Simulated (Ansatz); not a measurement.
One change: `C#[C][AlH][NH2]` becomes `C#[C][Al]([NH2])[F]`.

Ansatz, PBE0-D4/def2-TZVP geometries, multiplicity 1. Each molecule was computed in one conformer, which needn't be the lowest.

```csv
property,`C#[C][AlH][NH2]`
HOMO–LUMO gap (B3LYP/def2-TZVPP) / eV,6.18
LUMO energy (PBE/def2-TZVPP) / eV,-1.73
"ideal-gas entropy at 298 K and 1 bar (rigid rotor, harmonic PBE0-D4/def2-TZVP) / J/(mol·K)",314
HOMO–LUMO gap (PBE/def2-TZVPP) / eV,4.49
LUMO energy (B3LYP/def2-TZVPP) / eV,-1.13
HOMO energy (ωB97M-V/def2-TZVPP) / eV,-9.92
```

Problem. What does the change do to each property? (An estimate is asked.)

Solution. Ansatz gave: 
```csv
property,`C#[C][Al]([NH2])[F]`,shift
HOMO–LUMO gap (B3LYP/def2-TZVPP) / eV,6.59,0.41
LUMO energy (PBE/def2-TZVPP) / eV,-1.56,0.17
"ideal-gas entropy at 298 K and 1 bar (rigid rotor, harmonic PBE0-D4/def2-TZVP) / J/(mol·K)",337,23
HOMO–LUMO gap (PBE/def2-TZVPP) / eV,4.81,0.32
LUMO energy (B3LYP/def2-TZVPP) / eV,-0.93,0.20
HOMO energy (ωB97M-V/def2-TZVPP) / eV,-10.15,-0.23
```

With PBE0 the HOMO falls by 0.21 eV and the LUMO rises by 0.22 eV, so the gap widens by about 0.43 eV. PBE moves the HOMO by -0.15 eV and ωB97M-V by -0.23 eV.

B3LYP here is the variant with VWN-RPA as its local correlation; programs differ in this.
